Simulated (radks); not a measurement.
Results of a calculation; reference values are marked as such.
Task: The mean radii <r> (bohr) of the occupied orbitals of an atom or ion are listed with their occupations. Code: a radial shooting solver on a logarithmic mesh with Libxc functionals. Model: Dirac Kohn-Sham, PBE, spin-unpolarised, spherical densities, finite nucleus; Fermi nuclear charge, rms radius of each element as measured or else 0.836 A^(1/3) + 0.57 fm.

orbital  occ.      <r>
1s1/2       2  0.02666
2s1/2       2   0.1142
2p1/2       2  0.09620
2p3/2       4   0.1020
3s1/2       2   0.3061
3p1/2       2   0.2962
3p3/2       4   0.3078
3d3/2       4   0.2787
3d5/2       6   0.2824
4s1/2       2   0.7163
4p1/2       2   0.7452
4p3/2       4   0.7728
4d3/2       4   0.8664
4d5/2       6   0.8769
5s1/2       2    1.747
5p1/2       1    1.963
5p3/2       2    2.032

Name the element and its charge. Open shells, if any, are shared by 2j + 1.

Result: Z = 54, xenon, charge +3: Xe3+ in [Kr] 4d10 5s2 5p3. The 1s radius gives Z: for a bare nucleus <r> = (2 gamma + 1)/(2Z) with gamma = sqrt(1 - (Z/c)^2), 0.02628 bohr for Z = 54, and screening makes it slightly larger (0.02666 here). The occupations add up to 51, and the charge is Z minus that.
